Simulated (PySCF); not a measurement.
This PySCF input (B3LYP/6-31+G*) gives -597.81917 Eh with 58 basis functions.

```python
import numpy as np, basis_set_exchange as bse
from pyscf import gto, scf, dft, df

basis = {'F': gto.basis.parse(bse.get_basis('6-31+G*', elements=['F'], fmt='nwchem')), 'S': gto.basis.parse(bse.get_basis('6-31+G*', elements=['S'], fmt='nwchem'))}
mol = gto.M(
    atom='''
    F    -1.21299123   -0.50470806    0.01613613
    S    -0.00574452    0.55322190    0.00745691
    F     1.22320370   -0.47879753   -0.02939285
    ''',
    basis=basis,
    charge=0,
    verbose=4,
    max_memory=8640,
)
mf = dft.RKS(mol, xc='b3lyp')
mf.grids.level = 3
mf = mf.density_fit(auxbasis=df.autoaux(mol))
mf.conv_tol = 1e-9
mf.max_cycle = 100
print('smallest overlap eigenvalue', np.linalg.eigvalsh(mol.intor('int1e_ovlp'))[0])
mf.kernel()
dip = mf.dip_moment()
```

Change:
```diff
- basis = {'F': gto.basis.parse(bse.get_basis('6-31+G*', elements=['F'], fmt='nwchem')), 'S': gto.basis.parse(bse.get_basis('6-31+G*', elements=['S'], fmt='nwchem'))}
+ basis = {'F': gto.basis.parse(bse.get_basis('6-31G', elements=['F'], fmt='nwchem')), 'S': gto.basis.parse(bse.get_basis('6-31G', elements=['S'], fmt='nwchem'))}
```

Problem. What does the run give now?

Solution. -597.70110 Eh (B3LYP/6-31G, 31 functions), a change of +118.07 mEh.
